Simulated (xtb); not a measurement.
Mg(H)(OSiH3) (H₄MgOSi), SMILES [MgH][O][SiH3]. All values are semi-empirical tight-binding results from xtb (GFN2-xTB unless named), good for trends rather than for accurate numbers. The structure is a stationary point at GFN2-xTB.

Optimised geometry:

```xyz
7

Mg    -1.4423    -0.8088     0.8665
H     -2.6992    -1.3771     1.5658
O     -0.0881    -0.0488     0.0499
Si     1.1538     0.6393    -0.6890
H      1.1882     0.1694    -2.0892
H      2.3932     0.2485     0.0143
H      0.9774     2.1053    -0.6428
```
Charge 0, spin multiplicity 1.

For metal compounds this method's bond lengths and energies can be far off.

Computed properties:
* **point group as xtb finds it**: Cs
* **orbital gap**: 2.91 eV
* **zero-point energy**: 19.1 kcal/mol
* **G − E(el) at 298.15 K (modified RRHO)**: 0.4 kcal/mol

Computed atomic charges and the Wiberg bond orders between heavy atoms:
charges (e) Mg1 0.45, H2 -0.07, O3 -0.51, Si4 0.49, H5 -0.12, H6 -0.12, H7 -0.12. Bond orders Mg1–O3 0.87, O3–Si4 1.27.
